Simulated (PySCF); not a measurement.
How methods differ on the excitation energy of Si

Si [Ne] 3s2 3p2 (3P) → Si [Ne] 3s1 3p3 (5S), as a difference of total energies. Computed with PySCF 2.14 in x2c-TZVPPall with one added diffuse shell each of s, p, d type (6s6p4d1f, 51 functions), with the spin-free X2C one-electron Hamiltonian (Gaussian nucleus). Correlated levels: valence: [Ne] frozen. The calculations carry no spin-orbit coupling.

```csv
method,excitation energy (eV)
UHF,2.665
MP2 (valence),3.606
SCS-MP2 (valence),4.069
CCSD (valence),3.873
CCSD(T) (valence),3.927
```

Problem. How much does correlation contribute at CCSD(T) (valence)?

Solution. 3.927 − (2.665) = 1.262 eV, measured against UHF.

A first-order spin-orbit estimate (lowest level to lowest level, LS coupling) adds 0.016 eV.
